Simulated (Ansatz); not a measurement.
Job for Ansatz (a first-principles code): U-B97M-V/def2-TZVPP on AsH+, 2S+1 = 2, a spin state set in the input, which need not be the lowest, a point of a bond scan (R = 1.541 Å). Charge +1.

Ansatz 0.2 input:
```yaml
crystal:
  periodic: [false, false, false]
  atoms:
    - {symbol: H, position_ang: [0.00000000, 0.00000000, 0.00000000]}
    - {symbol: As, position_ang: [0.00000000, 0.00000000, 1.54131200]}
basis:
  gaussian:
    orbitals: def2-TZVPP
    pivot_positions_ang: [[0.00000000, 0.00000000, 0.00000000], [0.00000000, 0.00000000, 1.54131200]]
hamiltonian:
  xc: {name: B97M-V}
total_charge: 1
magnetization: {spin_polarized: true, initial_magnetization: 1}
output: {forces: true, orbitals: {seedname: ./end}}
```

Output:

```
WARN ansatz: RAYON_NUM_THREADS=1 ignored (pool sized by the plan → 1); use --threads N
Functional definition: B97M-V
integrals: 0.01 GiB planned
432 factors; their error is unknown
mean field: 0.20 GiB planned
mean field evaluation 1: about -60834.5179 eV, gradient 9.1e0 eV
mean field evaluation 2: about -60834.8533 eV, gradient 7.0e0 eV
mean field evaluation 4: about -60835.0624 eV, gradient 1.0e-1 eV
mean field evaluation 8: about -60835.0600 eV, gradient 2.7e-2 eV
mean field evaluation 16: about -60834.9329 eV, gradient 4.6e0 eV
mean field -60835.06003040 eV, -2235.6472206323 hartree, gradient 6.0e-5 eV, S^2 0.753593; 2 other end points of the search recorded, 0 dependent functions left out
the calculation of the forces begins
reference -60835.06006591 eV, -2235.6472219375 hartree; 17, 16 occupied and 45, 46 virtual orbitals, 432 factors
Total energy: -60835.06006591 eV, -2235.6472219375 hartree
Atom 0 at     0.000000     0.000000     0.000000 Å, force     0.000000     0.000000     0.152999 eV/Å
Atom 1 at     0.000000     0.000000     1.541312 Å, force    -0.000000    -0.000000    -0.152999 eV/Å
Dipole moment:     0.000000    -0.000000    -0.133073 e Å
```

The calculation finished and met its thresholds.

Cost: about 3 core-seconds (a rough figure).
